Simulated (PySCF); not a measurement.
Species: ClGe2H7Si.
SMILES with atom numbers: `[SiH3:1][Ge@H:2]([Cl:3])[GeH3:4]` (hydrogens: H5, H6, H7 on Si1; H8 on Ge2; H9, H10, H11 on Ge4)

Method: PBE0-D3(BJ)/def2-SVP geometry optimisation, gas phase (PySCF 2.14.0); density fitting, grid level 1; the optimiser is geomeTRIC in internal coordinates, started from a GFN2-xTB structure.

At the end of the run (lengths in Å): Ge2–Cl3 2.189, Ge4–H9 1.540, Ge4–H11 1.537, Ge4–H10 1.537, Si1–H5 1.495, Si1–H6 1.492, Si1–H7 1.493, Ge4–Ge2–H8 112.4°, Si1–Ge2–Cl3 104.2°, Si1–Ge2–Ge4 115.1°, H9–Ge4–H10 109.2°, H9–Ge4–Ge2–Si1 -67°.

**Question.** These geometries were met on the way; a selection of coordinates is given. Order them by energy above the end point, lowest first.
A. Ge2–Cl3 2.214, Ge4–H9 1.556, Ge4–H11 1.551, Ge4–H10 1.550, Si1–H5 1.496, Si1–H6 1.493, Si1–H7 1.493, Ge4–Ge2–H8 110.2°, Si1–Ge2–Cl3 106.9°, Si1–Ge2–Ge4 116.2°, H9–Ge4–H10 109.0°, H9–Ge4–Ge2–Si1 -64°
B. Ge2–Cl3 2.134, Ge4–H9 1.504, Ge4–H11 1.503, Ge4–H10 1.504, Si1–H5 1.463, Si1–H6 1.462, Si1–H7 1.464, Ge4–Ge2–H8 104.0°, Si1–Ge2–Cl3 110.8°, Si1–Ge2–Ge4 121.0°, H9–Ge4–H10 103.8°, H9–Ge4–Ge2–Si1 -59°
C. Ge2–Cl3 2.196, Ge4–H9 1.541, Ge4–H11 1.538, Ge4–H10 1.536, Si1–H5 1.496, Si1–H6 1.493, Si1–H7 1.492, Ge4–Ge2–H8 110.4°, Si1–Ge2–Cl3 106.0°, Si1–Ge2–Ge4 116.3°, H9–Ge4–H10 109.0°, H9–Ge4–Ge2–Si1 -65°

**Answer.** C (0.003 eV), A (0.016 eV), B (0.200 eV).

```csv
step,E above end (eV),"rms distance from the end, all atoms (Å)",largest force (eV/Å),rms shift of all bonds from the end (Å)
2,0.003,0.064,0.144,0.003
1,0.016,0.082,0.404,0.011
0,0.200,0.158,1.005,0.031
```

Rows stand in the order of the answer.
